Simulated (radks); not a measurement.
Spherical quantum dot in the effective-mass picture: electrons in a parabolic well V = omega^2 r^2 / 2 with omega = 2.69, with a point charge +1 (a donor) at the centre, all in effective atomic units (hartree* = m*/eps^2 hartree, bohr* = eps/m* bohr), one dielectric constant everywhere. Calculated with a radial shooting solver with Libxc functionals: non-relativistic Kohn-Sham, PBEsol, spin-polarised, spherical densities. Levels are named by radial order and angular momentum (1s, 1p, 1d, 2s, ...), and open shells are averaged over m.

N = 8, configuration 1s2 1p6. This is the lowest configuration that the search found. Occupied and some empty levels:

level  occupation  eigenvalue (hartree*)  <r> (bohr*)
1s              2                 9.7480       0.7125
1p              6                 12.200       0.9983
2s              0                 14.211        1.063
1d              0                 14.476        1.186
1f              0                 16.800        1.338

Energy (hartree*): total 63.5934, kinetic 20.857, external 17.734, Hartree 30.914, exchange-correlation -5.9121.

Electron density:

r (bohr*)  n(r) (e/bohr*^3)
0.139                 1.962
0.288                 1.703
0.437                 1.570
0.586                 1.426
0.735                 1.209
0.883                0.9289
1.03                 0.6357
1.18                 0.3826
1.33                 0.2014
1.48                0.09266
1.63                0.03731
1.78                0.01317
1.93               0.004076
